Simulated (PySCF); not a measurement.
CH5ClFNSi, SMILES C(N)[Si@H](F)Cl.

Geometry: B3LYP-D3(BJ)/def2-SVP. The structure was generated by enumeration; whether it is a known compound was not checked. One conformer was computed; it need not be the lowest.

Computed with PySCF with TDA-PBE/def2-SVPD.

Vertical excitations. 

Computed lowest excited states:
```tsv
state	energy (eV)	λ (nm)	f	main pairs
S1	5.25	236	0.051	HOMO→LUMO 92 %
S2	5.34	232	0.007	HOMO→LUMO+1 97 %
S3	5.72	217	0.035	HOMO→LUMO+2 94 %
S4	6.32	196	0.031	HOMO→LUMO+3 95 %
S5	6.76	183	0.036	HOMO→LUMO+4 96 %
S6	7.07	175	0.006	HOMO→LUMO+5 93 %
S7	7.25	171	0.039	HOMO→LUMO+6 74 %, HOMO−1→LUMO 14 %
S8	7.34	169	0.034	HOMO−1→LUMO 75 %, HOMO→LUMO+7 15 %
S9	7.53	165	0.045	HOMO→LUMO+7 58 %, HOMO−2→LUMO 16 %, HOMO−1→LUMO+1 11 %
S10	7.59	163	0.003	HOMO−1→LUMO+1 57 %, HOMO−2→LUMO 40 %
T1	4.79	259	0	HOMO→LUMO 100 %
T2	5.18	239	0	HOMO→LUMO+1 100 %
T3	5.51	225	0	HOMO→LUMO+2 99 %
T4	6.11	203	0	HOMO→LUMO+3 99 %
```
Triplets are in the Tamm–Dancoff approximation.
